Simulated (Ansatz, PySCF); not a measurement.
The same groups moved round the core (benzothiophene cyano+boryl). Gas-phase values, no solvent. One relaxed conformer stands for each flexible species; it need not be the lowest. Strings in code marks are SMILES.

Quantity: electronic energy of isomers of C9H6BNS relative to `Bc1cc2c(C#N)cccc2s1`, in kcal/mol. The restricted reference of `Bc1c(C#N)ccc2sccc12`, `Bc1cc(C#N)c2ccsc2c1`, `Bc1cc(C#N)c2sccc2c1`, `Bc1cc(C#N)cc2ccsc12`, `Bc1cc2c(C#N)cccc2s1`, `Bc1cc2cccc(C#N)c2s1`, `Bc1cc2ccsc2cc1C#N`, `Bc1cc2sccc2cc1C#N` and `Bc1ccc(C#N)c2ccsc12` is unstable towards unrestricted orbitals.

Level 1: PBE-D3(BJ)/def2-TZVP // r2SCAN-D4/def2-SVP (PySCF)
Level 2: frozen-core MP2/cc-pVDZ // r2SCAN-D4/def2-SVP (Ansatz, a program for electronic structure)
Level 3: PBE/6-31G* // r2SCAN-D4/def2-SVP (PySCF)
Level 4: HF/6-31G* // r2SCAN-D4/def2-SVP (PySCF)

| species | level 1 | level 2 | level 3 | level 4 |
|---|---|---|---|---|
| `Bc1cc(C#N)cc2ccsc12` | 4.95 | ? | 4.77 | 2.93 |
| `Bc1cc2ccsc2cc1C#N` | ? | 5.11 | 5.51 | 4.43 |
| `Bc1cc2sccc2cc1C#N` | 5.25 | 4.79 | 5.05 | 4.19 |
| `Bc1cc(C#N)c2ccsc2c1` | 3.99 | 4.10 | 3.78 | 2.22 |
| `Bc1cc(C#N)c2sccc2c1` | ? | 5.29 | ? | 3.46 |
| `Bc1c(C#N)ccc2sccc12` | 6.33 | 5.79 | ? | ? |
| `Bc1ccc(C#N)c2ccsc12` | ? | 4.01 | 4.61 | 4.33 |
| `Bc1cc2cccc(C#N)c2s1` | 0.81 | ? | 0.80 | 0.68 |

Fill in the missing entries.


- `Bc1cc(C#N)cc2ccsc12`, level 2: 4.91
- `Bc1cc2ccsc2cc1C#N`, level 1: 5.67
- `Bc1cc(C#N)c2sccc2c1`, level 1: 5.45
- `Bc1cc(C#N)c2sccc2c1`, level 3: 5.34
- `Bc1c(C#N)ccc2sccc12`, level 3: 6.21
- `Bc1c(C#N)ccc2sccc12`, level 4: 5.97
- `Bc1ccc(C#N)c2ccsc12`, level 1: 4.64
- `Bc1cc2cccc(C#N)c2s1`, level 2: 1.11
